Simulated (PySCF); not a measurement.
C3H7, SMILES [CH2]CC, multiplicity 2. Geometry optimised at TPSSh-D3(BJ)/def2-TZVP. The isomer is the one that the SMILES or the coordinates give; other isomers of the formula were not compared.

### Question
Give the equilibrium geometry at TPSSh-D3(BJ)/def2-TZVP (PySCF confirms it by a frequency run) as a Z-matrix. (The exact figures need the calculation; the answer reports its results.)

### Answer

```
C
H 1 1.0965
H 1 1.1035 2 105.02
C 1 1.4883 2 109.76 3 -118.00
H 4 1.0836 1 121.09 2 36.29
H 4 1.0846 5 117.78 1 -171.15
C 1 1.5310 2 109.97 3 116.71
H 7 1.0926 1 111.19 2 -58.37
H 7 1.0927 8 108.21 1 -121.94
H 7 1.0936 8 107.94 9 -116.43
```
Charge 0, spin multiplicity 2.
